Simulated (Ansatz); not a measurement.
```yaml
crystal:
  periodic: [false, false, false]
  atoms:
    - {symbol: I, position_ang: [0.961628, -2.189947, -1.478349]}
    - {symbol: Si, position_ang: [-0.148595, -0.753517, 0.039802]}
    - {symbol: C, position_ang: [-0.120267, 0.881348, -0.090280]}
    - {symbol: O, position_ang: [0.781549, 0.321213, 0.771653]}
    - {symbol: H, position_ang: [-1.093198, -1.569254, 0.904612]}
    - {symbol: H, position_ang: [0.371459, 1.450808, -0.762862]}
    - {symbol: H, position_ang: [-0.767978, 1.481371, 0.381023]}
basis:
  gaussian: {orbitals: def2-mTZVPP, fitting: {mean_field: cc-pVTZ-jkfit}}
hamiltonian: {xc: {name: PBE}}
output: {forces: true}
```

```sh
$ ansatz run in.yaml --threads 2 --pin off --events-out ev --progress --plain --max-ram 4352MiB
```

(1) How does Ansatz answer? (An estimate is asked.)

## Answers

(1) Computed: The program refused the input.
```
Functional definition: PBE
Error: <dir> the basis set cc-pVTZ-JKFIT has no functions for I
```
